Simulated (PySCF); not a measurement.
**SiCl₄: PBE0 against B3LYP**

Base calculation in PySCF with density fitting and no spin–orbit coupling, PBE0/def2-TZVP (no relativity): singlet, Td, Si–Cl 2.022 Å (×4); wavenumbers 144 (×2), 219 (×3), 423, 624 (×3) cm⁻¹; gap between the highest occupied and lowest empty levels 8.97 eV, polar-tensor charge of Si 2.02 e, atomisation energy (no zero-point energy) 1603 kJ/mol.

What changes on going to B3LYP/def2-TZVP (no relativity)?

The point group stays the same. Changes: mean bond to Si +0.014 Å, highest wavenumber -21 cm⁻¹, lowest wavenumber 0 cm⁻¹, gap between the highest occupied and lowest empty levels -0.77 eV, polar-tensor charge of Si 0.00 e, atomisation energy (no zero-point energy) -77 kJ/mol. The new structure has Si–Cl 2.036 Å (×4), with wavenumbers 144 (×2), 217 (×3), 409, 603 (×3) cm⁻¹.

The structures come from searches over a few start shapes, so lower isomers are not excluded.
